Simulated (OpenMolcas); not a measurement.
**Lines of Co VII: computed and rescaled rates**

```
Program             : OpenMolcas 26.06
Method              : CASSCF
Basis               : ANO-RCC-VTZP [6s5p3d2f1g]
Scalar Hamiltonian  : DKH2, point nucleus
Active space        : 3 electrons in 10 orbitals (3d 4d)
State averaging     : 2S+1 = 4 even, 10 roots; 2S+1 = 2 even, 40 roots
Spin-orbit coupling : state interaction with AMFI integrals over the reference wave functions, term energies averaged over their components
```

Rates come from the transition moments of the reference wave functions (E1 and E2 in the length form). At fixed line strength A goes as λ^-3 for E1 and M1 and as λ^-5 for E2, so a rate at the computed wavelength can be rescaled to the measured one. Measured vacuum wavelengths follow from level energies in Sugar and Corliss, J. Phys. Chem. Ref. Data 10, 1097 (1981). Branching counts decays inside the model space alone, at computed energies, and the table is only a selection of the E2 and M1 lines, drawn from those between levels with measured partners whose computed energy lies within a factor of 1.5 of the measured one.

```tsv
Upper	Lower	Type	λ computed (nm)	λ measured (nm)	A computed (s-1)	A rescaled (s-1)	Branching %
3d³ ⁴P_1/2	3d³ ⁴F_3/2	E2	390.2	474	1.89e-01	7.15e-02	63.6
3d³ ⁴P_5/2	3d³ ⁴F_9/2	E2	418.3	513.8	1.59e-01	5.69e-02	60.2
3d³ ⁴P_3/2	3d³ ⁴F_7/2	E2	414	507.8	1.18e-01	4.25e-02	43.3
3d³ ⁴P_1/2	3d³ ⁴F_5/2	E2	401.6	490.2	1.08e-01	3.99e-02	36.3
3d³ ⁴P_3/2	3d³ ⁴F_5/2	E2	397.8	485.3	1.03e-01	3.81e-02	38.0
3d³ ⁴P_5/2	3d³ ⁴F_7/2	E2	398.4	486	6.51e-02	2.41e-02	24.6
3d³ ⁴F_9/2	3d³ ⁴F_7/2	M1	8378	8985	4.60e-02	3.73e-02	100.0
3d³ ⁴F_7/2	3d³ ⁴F_5/2	M1	10200	10960	4.09e-02	3.30e-02	100.0
3d³ ⁴P_3/2	3d³ ⁴F_3/2	E2	386.6	469.4	3.93e-02	1.49e-02	14.5
3d³ ⁴P_5/2	3d³ ⁴F_5/2	E2	383.4	465.4	1.77e-02	6.72e-03	6.7
3d³ ⁴F_5/2	3d³ ⁴F_3/2	M1	13680	14330	1.69e-02	1.47e-02	100.0
3d³ ⁴P_5/2	3d³ ⁴P_3/2	M1	10570	11330	1.33e-02	1.08e-02	5.0
3d³ ⁴P_3/2	3d³ ⁴F_3/2	M1	386.6	469.4	7.18e-03		2.6
```

Spin-changing lines and M1 lines between different terms are not rescaled, since their strength hangs on the term gaps too.

The largest correction is for 3d³ ⁴P_5/2 → 3d³ ⁴F_9/2 (E2): 1.59e-01 × (418.3 / 513.8)^5 = 5.69e-02 s-1, a factor of 0.36.

The computed rate and branching of 3d³ ⁴F_5/2 → 3d³ ⁴F_3/2 give the upper level a radiative lifetime of 1.000 / 1.69e-02 s-1 = 5.92e+01 s, counting decays inside the model space alone. The rescaled rate gives about 6.8e+01 s.

These are rates of the free ion; in crystals, glasses and complexes forced electric-dipole and non-radiative decay shorten such lifetimes by orders of magnitude. No measured rate stands beside these. Rescaling mends the energy factor alone: line strengths can still be far off where a level mixes with configurations outside the active space, and weak or spin-changing lines hang on small mixing coefficients that depend on the term gaps too, so rescaling need not improve them.

Without dynamic correlation excited terms often stand tens of per cent too high (terms of higher spin than the ground term too low), and those without a measured partner can miss by more than the paired ones. Active for correlation alone: 4d; no level in the range computed is led by a configuration that fills it, so any true level of that kind is missing. Measured partners are found by configuration, term and J. A level has none where our copy of the source lacks it or the pairing is in doubt (some pairs that miss far off the trend of their configuration count as doubtful). Levels of configurations outside the active space are missing.
